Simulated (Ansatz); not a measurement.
The cluster AgGe2⁺, relaxed as a singlet with RKS PBE-D4/def2-TZVP in Ansatz, starting from the PBE-D4/def2-TZVP geometry of the neutral doublet. Force threshold 0.02 eV/Å.

In the def2 sets Ag takes a core potential; there is no spin–orbit coupling. A triplet lies near this restricted singlet, and broken spin symmetry wasn't tried. An occupied level of the relaxed charge 1 singlet lies above an empty one (by up to 0.03 eV), so this SCF solution is probably not the lowest. The relaxation made no stability test and no search for a lower SCF solution. At PBE0-D4/def2-TZVP a triplet of charge 1 lies 0.48 eV below the restricted singlet, each at its own geometry. The structure comes from a short search, and lower isomers may exist.

Start:

```xyz
3

Ag   -1.1967   -0.1456   -0.9309
Ge   -0.1043    0.0085    1.3791
Ge    1.3010    0.1371   -0.4482
```

```
step   energy (eV)  largest force component (eV/Å)  SCF passes
   1  -117011.8943                           2.924          38
   2  -117012.2969                           0.350          24
   3  -117012.3080                           0.039          20
   4  -117012.3082                           0.000          22
```

Force components are those of the run's own axes.

End:

```xyz
3

Ag   -1.194   -0.145   -0.928
Ge   -0.197    0.000    1.496
Ge    1.390    0.145   -0.568
```

By distances, no bond broke or formed. The bond that changes most is Ge2–Ge3, from 2.31 to 2.61 Å (atoms count from 1).

No frequencies were taken in this run, so the end may be a saddle point.

Hardware: 4 threads of Arm Neoverse V2 on a shared host. Wall time 3.9 s.
